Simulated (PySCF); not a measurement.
**Telling isomers of C8H11FSi apart by NMR**

Computational details: coordinates at the GFN2-xTB level, NMR shieldings at PBE0/pcSseg-1/GIAO, in PySCF 2.14.0 with density-fitted response routines (isolated molecule, averaged over atoms made equivalent by symmetry, fast rotation or ring inversion, single conformer, non-relativistic).

Chemical shifts δ = σref − σ; ¹H (σ = 31.72 ppm), ¹³C (σ = 186.93 ppm) against TMS, all at this level. Splittings of carbon signals by F and P are missing where no couplings were computed. Where no couplings were computed, multiplicities follow the n + 1 count of equivalent neighbours, and m marks all less simple cases (inequivalent or close neighbours, rings, F or P nearby). Shifts are as computed. Against solution values, carbons near 30 ppm lie about +3 ppm off and those near 130 ppm about +5 ppm. Of 1309 compounds with measured shifts, 239 miss one by over three times the rms of a fit or turn the order of signals round; such compounds aren't used in these exercises.

(1) Tabulate the signals of `CC#C[C@@H]1[SiH2]/C(=C/C)[C@@H]1F`, `C=C[C@@H]1C=C([SiH2]F)C=CC1`, `C#C[Si@@H]1C[C@H](C2CC2)[C@@H]1F` and their relative energies.

(2) What is the quickest way to tell CC#C[C@@H]1[SiH2]/C(=C/C)[C@@H]1F from C=C[C@@H]1C=C([SiH2]F)C=CC1?

(3) What is the quickest way to tell CC#C[C@@H]1[SiH2]/C(=C/C)[C@@H]1F from C#C[Si@@H]1C[C@H](C2CC2)[C@@H]1F?

(4) What is the quickest way to tell C=C[C@@H]1C=C([SiH2]F)C=CC1 from C#C[Si@@H]1C[C@H](C2CC2)[C@@H]1F?

Results:

(1) 
| SMILES | carbon types | δC | δH | E rel. (kcal/mol) |
| --- | --- | --- | --- | --- |
| CC#C[C@@H]1[SiH2]/C(=C/C)[C@@H]1F | 3×C 3×CH 2×CH3 | 159.0, 144.9, 91.8, 87.9, 80.5, 22.4, 21.2, 5.4 | 6.50 (m, 1H), 5.65 (m, 1H), 4.85 (m, 1H), 4.78 (m, 1H), 2.95 (m, 1H), 2.12 (d, 3H), 2.05 (s, 3H) | 67.2 |
| C=C[C@@H]1C=C([SiH2]F)C=CC1 | 1×C 5×CH 2×CH2 | 151.5, 151.3, 135.5, 134.1, 128.8, 122.6, 45.9, 32.5 | 6.38 (m, 1H), 6.22 (m, 1H), 6.16 (m, 1H), 6.00 (m, 1H), 5.47 (m, 1H), 5.42 (m, 1H), 5.37 (m, 1H), 5.33 (m, 1H), 3.05 (m, 1H), 2.18 (m, 1H), 2.14 (m, 1H) | 0.0 |
| C#C[Si@@H]1C[C@H](C2CC2)[C@@H]1F | 1×C 4×CH 3×CH2 | 107.9, 95.7, 85.5, 50.0, 21.9, 16.6, 7.2, 5.2 | 5.28 (m, 1H), 4.94 (m, 1H), 2.19 (d, 1H), 1.79 (m, 1H), 1.77 (m, 1H), 1.43 (m, 1H), 1.29 (m, 1H), 0.62 (m, 1H), 0.56 (m, 1H), 0.12 (m, 1H), 0.07 (m, 1H) | 72.7 |

Energies are electronic energies at PBE0/pcSseg-1 on these geometries, without zero-point or thermal terms, each for the one conformer computed, which needn't be the lowest.

(2) Both give the same number of carbon signals, but DEPT or the intensities differ. The first has an allylic methyl carbon (CH3) at 21.2 ppm, the second a terminal =CH2 carbon at 122.6 ppm. Their most deshielded carbons lie at 159.0 and 151.5 ppm.

(3) Both give the same number of carbon signals, but DEPT or the intensities differ. The first has an allylic methyl carbon (CH3) at 21.2 ppm, the second an sp3 CH2 bonded to Si at 21.9 ppm. Their most deshielded carbons lie at 159.0 and 107.9 ppm. In the proton spectra the most deshielded non-exchanging signals are 6.50 (m, 1H) and 5.28 (m, 1H).

(4) Both give the same number of carbon signals, but DEPT or the intensities differ. The first has a terminal =CH2 carbon at 122.6 ppm, the second an alkyne carbon (C) at 85.5 ppm. Their most deshielded carbons lie at 151.5 and 107.9 ppm. In the proton spectra the most deshielded non-exchanging signals are 6.38 (m, 1H) and 5.28 (m, 1H).
